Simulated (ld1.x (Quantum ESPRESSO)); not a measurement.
# Which change was made? (In, TM)

```
Element                 : indium (In)
Generator               : ld1.x (Quantum ESPRESSO) 7.5
Type                    : norm-conserving Troullier–Martins (Kleinman–Bylander form)
Functional              : PBE
Relativity              : non-relativistic
Frozen core             : [Kr]
Valence charge          : 13
Reference configuration : 4d10 5s2 5p1
Partial waves           : 5s (bound): rc 2.45 bohr; 5p (bound): rc 3.10 bohr; 4d (bound): rc 1.45 bohr
Local potential         : all-electron potential smoothed inside 1.75 bohr (lloc = -1)
Core correction         : Bessel-smoothed model core inside 1.30 bohr
```

Cutoffs, loose and tight: the cutoffs (Ry, on a coarse ladder) from which the occupation-weighted sum of valence levels, in a spherical-Bessel basis at the reference potential, stays within 10 and 1 mRy of its value at 400 Ry. They do not see the model core or the augmentation charge, which bear on the density cutoff. Test errors are all-electron minus pseudo excitation energies from the reference, over the configurations 4d10 5s2 5p0; 4d10 5s1 5p0; 4d10 5s0 5p0; 4d9 5s0 5p0; 4d10 5s2 5p1.3; 4d10 5s1 5p1; 4d10 5s0 5p3; variants that change the core or the reference have their own tests. The largest error is taken over the tests solved by every variant that gives reliable tests at all, those not shown here included: 4d10 5s1 5p0; 4d10 5s2 5p0; 4d10 5s2 5p1.3; 4d9 5s0 5p0.

The base gives: outcome: generated; cutoff, loose: 80 Ry; cutoff, tight: 140 Ry; bound ghosts: s; largest test error (meV): -133.

(1) After one change the result is: outcome: generated; cutoff, loose: 80 Ry; cutoff, tight: 140 Ry; bound ghosts: none; largest test error (meV): -293. Which change was it?
A. local potential all-electron potential smoothed inside 2.68 bohr (lloc = -1)
B. local potential all-electron potential smoothed inside 1.46 bohr (lloc = -1)
C. local potential all-electron potential smoothed inside 2.34 bohr (lloc = -1)
D. local potential all-electron potential smoothed inside 3.50 bohr (lloc = -1)

Results:

(1) A. The others give: local potential all-electron potential smoothed inside 2.34 bohr (lloc = -1) → outcome: generated; cutoff, loose: 80 Ry; cutoff, tight: 140 Ry; bound ghosts: none; largest test error (meV): -226 | local potential all-electron potential smoothed inside 3.50 bohr (lloc = -1) → outcome: generated; cutoff, loose: 80 Ry; cutoff, tight: 140 Ry; bound ghosts: none; largest test error (meV): -448 | local potential all-electron potential smoothed inside 1.46 bohr (lloc = -1) → outcome: generated; cutoff, loose: 80 Ry; cutoff, tight: 140 Ry; bound ghosts: s, p; largest test error (meV): -114.
